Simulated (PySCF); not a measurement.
SMILES C#CC[SiH2]c1ccco1 (GFN2-xTB optimised geometry):

```
17

C     -2.094    -3.685    -0.017
C     -1.323    -2.770    -0.022
C     -0.408    -1.657    -0.030
Si    -1.336     0.015     0.003
C     -0.027     1.355     0.000
C      1.344     1.355     0.000
C      1.755     2.706     0.000
C      0.607     3.438    -0.001
O     -0.467     2.638     0.000
H     -2.758    -4.497    -0.011
H      0.251    -1.739     0.838
H      0.217    -1.724    -0.923
H     -2.185     0.145    -1.186
H     -2.150     0.116     1.221
H      1.979     0.493     0.000
H      2.758     3.081     0.000
H      0.434     4.497    -0.002
```

Level of theory: CAM-B3LYP/def2-SVP (PySCF).

What are the frontier orbital energies and the dipole moment?

HOMO-2 -9.06 eV, HOMO-1 -8.71 eV, HOMO -7.95 eV, LUMO 1.07 eV, LUMO+1 2.20 eV; dipole moment 1.48 D.

Meta-Löwdin charges at CAM-B3LYP/def2-SVP: C1 -0.22, C2 -0.02, C3 -0.41, Si4 0.68, C5 -0.08, C6 -0.15, C7 -0.17, C8 0.06, O9 -0.23, H10 0.15, H11 0.13, H12 0.13, H13 -0.10, H14 -0.10, H15 0.11, H16 0.12, H17 0.12.
